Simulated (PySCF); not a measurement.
**From a computed spectrum to the compound**

A species of 4 atoms with charge 3 has these harmonic modes (PBE0, small Gaussian bases with core potentials, PySCF 2.14.0):

```csv
cm⁻¹,km/mol,symmetry
256,80.4,π
256,80.4,π
364,48.4,σ+
871,12.4,π
871,12.4,π
2155,746.2,σ+
3191,218.7,σ+
```

Task: Which species is it, and in which structure?

Result: [La(HCN)]3+ (singlet):
```xyz
4

La    0.0000    0.0000   -0.4836
N     0.0000    0.0000    1.8846
C     0.0000    0.0000    3.0489
H     0.0000    0.0000    4.1611
```
Ideal gas at 298.15 K and 1 bar: S = 266.3 J/(mol K), Cp = 54.8 J/(mol K), H − H(0 K) = 12.4 kJ/mol (rigid rotor, harmonic modes, spin degeneracy alone). 
 Other answers can fit too; this one was computed.
